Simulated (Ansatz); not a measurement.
Isomers of Au2I (doublet), relaxed with PBE0-D4/def2-TZVP; total energies from Ansatz at PBE0-D4/def2-TZVP.

| isomer | description | energy (Eh) |
| --- | --- | --- |
| A | point group Cs; 1 × Au–Au 2.57 Å; 1 × Au–I 2.53 Å | -569.22963 |
| B | point group C2v; 2 × Au–I 2.76 Å | -569.22282 |

In the def2 sets Au, I take a core potential; there is no spin–orbit coupling.

The isomers come from a short search, and lower ones may exist.

Q: Work out the relative energies (1 Eh = 2625.5 kJ/mol) and the Boltzmann populations at 800 K from electronic energies alone (R = 8.314 J/mol/K).

A: ΔE: A 0.0, B 17.9 kJ/mol. RT = 6.65 kJ/mol. Factors exp(−ΔE/RT): A 1, B 0.0678; sum 1.068. Populations: A 93.7 %, B 6.3 %. Zero-point energy, vibrational entropy and symmetry numbers are left out and can shift these; an error of 4 kJ/mol changes a ratio by a factor of 1.8. Over the other density-functional and correlated levels in def2 sets, the gap between A and B ranges from 16 to 31 kJ/mol.
